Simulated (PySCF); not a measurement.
# How methods differ on the ionisation energy of Se¹⁷⁺

Se¹⁷⁺ [Ne] 3s2 3p5 (2P) → Se¹⁸⁺ [Ne] 3s2 3p4 (3P), as a difference of total energies. Computed with PySCF 2.14 in an even-tempered Gaussian basis (17 s from 1.4 bohr⁻², ratio 2.5; 11 p from 1.8 bohr⁻², ratio 2.5; 5 d from 10 bohr⁻², ratio 2.7; 4 f from 16 bohr⁻², ratio 2.7), with the non-relativistic Hamiltonian (point nucleus). Correlated levels: outer shells: 1s2 frozen; virtual orbitals above 40 to 60 times the deepest correlated orbital energy dropped. The calculations carry no spin-orbit coupling.

```json
{"method": "UHF", "ionisation energy (eV)": "690.94"}
{"method": "LDA", "ionisation energy (eV)": "693.00"}
{"method": "PBE0", "ionisation energy (eV)": "692.86"}
{"method": "r2SCAN", "ionisation energy (eV)": "693.03"}
{"method": "PBEsol", "ionisation energy (eV)": "692.66"}
{"method": "M06-2X", "ionisation energy (eV)": "692.98"}
{"method": "SCS-MP2 (outer shells)", "ionisation energy (eV)": "691.85"}
```

Question: Estimate what MP2 (outer shells) gives.

Answer: 691.92 eV, closest to SCS-MP2 (outer shells) among the rows shown.

Question: Estimate what PBE gives.

Answer: 692.87 eV, closest to PBE0 among the rows shown.

Spin-orbit coupling is strong in these open shells (close to jj coupling). The scalar numbers leave it out and a first-order estimate fails, so it can dominate the gap to the real levels.

All relativistic terms are absent from these numbers, so their closeness to the reference says little about the methods.

For comparison: 693.4 ± 0.7 eV (semi-empirical (NIST evaluation); NIST Atomic Spectra Database, ionization energies).
